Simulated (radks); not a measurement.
Fractional charge and spin in the 3s shell of magnesium: the spin-up occupation runs from 0 to 1 and the spin-down occupation from 0 to 1; the fullest corner is Mg, [Ne] 3s(up 1, down 1). Method: scalar-relativistic Kohn-Sham, PBE, spin-polarised, spherical densities, finite nucleus; Fermi nuclear charge, rms radius of each element as measured or else 0.836 A^(1/3) + 0.57 fm; computed with a radial shooting solver on a logarithmic mesh with Libxc functionals. Energy (eV) minus the two flat planes that join the four corners (they meet along the diagonal where the two added fractions sum to one electron); zero is where a piecewise linear energy would lie.

| down \ up | 0 | 0.25 | 0.5 | 0.75 | 1 |
|---|---|---|---|---|---|
| 0 | 0.000 | -0.647 | -0.863 | -0.646 | 0.000 |
| 0.25 | -0.647 | -0.754 | -0.458 | 0.254 | -0.552 |
| 0.5 | -0.863 | -0.458 | 0.337 | -0.401 | -0.737 |
| 0.75 | -0.646 | 0.254 | -0.401 | -0.668 | -0.550 |
| 1 | 0.000 | -0.552 | -0.737 | -0.550 | 0.000 |

Corners above the fullest one (they belong to Mg+ and the next ion): (up 1, down 0) 7.623 eV, (up 0, down 1) 7.623 eV, (up 0, down 0) 22.985 eV. With half an added electron in each spin the energy lies 0.337 eV from the planes (fractional-spin error, the static-correlation error of a stretched bond), and with half an added electron in spin up alone -0.863 eV (fractional-charge error). For a frontier s shell over closed shells the exact functional lies on the planes.
